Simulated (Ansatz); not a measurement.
C3HF5O, SMILES `O=C(C(F)F)C(F)(F)F`. Charge 0, multiplicity 1. All single points use the PBE0-D4/def2-TZVP geometry. It is one conformer, not always the lowest.

```xyz
10

O    -0.890    0.109    1.635
C    -0.334    0.039    0.587
C    -1.055   -0.339   -0.716
F    -2.244   -0.876   -0.425
F    -0.313   -1.246   -1.389
C     1.174    0.370    0.454
F     1.389    1.054   -0.675
F     1.585    1.099    1.474
F     1.890   -0.750    0.411
H    -1.201    0.540   -1.356
```

Problem. What is the dipole moment at ωB97M-V/def2-TZVPP? (An estimate is asked.)

Solution. The calculation gave: 1.74 D, with components (-0.10, 1.09, -1.35) D in this frame, pointing from negative to positive charge.

Problem. And with PBE, r2SCAN, B3LYP? (Best estimate.)

Solution. Ansatz gave: PBE 1.63 D, r2SCAN 1.70 D, B3LYP 1.75 D.

Problem. Give the Mulliken charges with ωB97M-V, B3LYP, r2SCAN in def2-TZVPP. (Best estimate.)

Solution. Computed: 
```tsv
atom	ωB97M-V	B3LYP	r2SCAN
O1	-0.18	-0.17	-0.20
C2	0.11	0.09	0.14
C3	0.26	0.30	0.33
F4	-0.16	-0.17	-0.17
F5	-0.17	-0.19	-0.18
C6	0.47	0.50	0.49
F7	-0.16	-0.17	-0.17
F8	-0.13	-0.14	-0.14
F9	-0.14	-0.15	-0.15
H10	0.11	0.10	0.06
```

B3LYP here is the variant with VWN-RPA as its local correlation; programs differ in this.
